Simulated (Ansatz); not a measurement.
Born–Oppenheimer molecular dynamics of CHFNSi (5 atoms, charge 0, multiplicity 2). It goes on from the last frame of an earlier run, with new velocities.

Theory: Ansatz, UKS LDA/cc-pVDZ.

```json
{
 "ensemble": "NVT, Nosé–Hoover chain",
 "time step": "2 fs",
 "steps asked": "40",
 "set temperature": "1000 K",
 "thermostat": "time constant 100 fs, chain length 5",
 "seed": "545893"
}
```

First frame:

```xyz
5
Properties=species:S:1:pos:R:3
N 1.452 -1.200 1.424
C 0.690 -0.554 0.723
Si -0.123 0.269 -0.797
F -1.675 -0.318 -0.958
H -0.430 1.611 0.015
```

Question: How far do the bonds stretch over the last three quarters of this one trajectory? (Pairs bonded in most of those frames.)

Answer: 
| bond | mean (Å) | spread (Å) | shortest | longest |
| --- | --- | --- | --- | --- |
| N1–C2 | 1.183 | 0.028 | 1.14 | 1.23 |
| C2–Si3 | 1.855 | 0.073 | 1.74 | 1.99 |
| Si3–F4 | 1.640 | 0.008 | 1.62 | 1.65 |
| Si3–H5 | 1.537 | 0.095 | 1.39 | 1.67 |

Mean temperature of the second half: 1033 K. The conserved energy stayed within 3.7 meV per atom of its start (net change -1.8 meV per atom), so the integration is sound. A step of 2 fs is long for free X–H stretches (periods near 10 fs) and can bias their spread and the temperature. A run of 0.08 ps of so small a system gives no equilibrium averages.

Run time: 52 s on 1 thread of Arm Neoverse V1, on a shared host, peak memory 0.11 GiB.
